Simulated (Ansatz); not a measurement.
`[NH2][GaH][Br]` + `O[SiH3]` → `[NH2][GaH][O][SiH3]` + HBr at 600 K and 1 bar (ligand exchange at a Ga–Br bond).

Program: Ansatz. Geometries: PBE0-D4/def2-TZVP. ΔE: electronic, gas phase. CCSD(T)/CBS adds triple-zeta CCSD(T) − MP2 to the extrapolated MP2 energy (def2 sets, frozen cores). For Br, Ga outer-core shells are correlated without core-valence functions, which leaves a few kJ/mol of doubt a bond. Scalar relativity is left out up to krypton. One conformer a species, not always the lowest.

```
              species  CCSD(T)/CBS energy (Eh)  H − E (kJ/mol)  S (J/(mol·K))
     `[NH2][GaH][Br]`              -4553.84396           130.6          381.9
            `O[SiH3]`               -366.69042           135.7          307.9
`[NH2][GaH][O][SiH3]`              -2346.59363           226.9          470.8
                  HBr              -2573.91920            33.5          219.1
```

H − E and S are ideal-gas, rigid-rotor, harmonic terms from PBE0-D4/def2-TZVP, for one conformer and one mirror image of each species. 1 Eh = 2625.50 kJ/mol, R = 8.31446 J/(mol·K).

**Question.** By hand: ΔE, ΔH, ΔS and ΔG.

**Answer.** ΔE = (-2346.59363) + (-2573.91920) − (-4553.84396) − (-366.69042) = 0.02155 Eh = 56.6 kJ/mol. Δ(H − E) = 226.9 + 33.5 − 130.6 − 135.7 = -5.9, so ΔH = 50.7 kJ/mol. ΔS = 470.8 + 219.1 − 381.9 − 307.9 = 0.1 J/(mol·K). ΔG = 50.7 − 600 × (0.1)/1000 = 50.6 kJ/mol.

**Question.** By hand: the equilibrium constant, and the temperature at which ΔG would vanish if ΔH and ΔS stayed fixed.

**Answer.** log₁₀ K = −ΔG/(RT ln 10) = -4.4. ΔG = 0 at ΔH/ΔS = 507000 K, far beyond where these terms or the molecules hold.

The number of gas molecules stays the same, so ΔS is small and ΔH decides. A doubt of 5 kJ/mol in ΔE shifts log₁₀ K by 0.4 here. Other conformers and mirror images would add mixing entropy, several J/(mol·K) or more a flexible species. Modes under 60 cm⁻¹, often nearly free rotors, make the harmonic entropy too high. These are equilibria of isolated gas molecules and say nothing of rates. Largest T1 diagnostic: 0.013 (customary marks: 0.02 for closed shells, 0.045 for open ones).
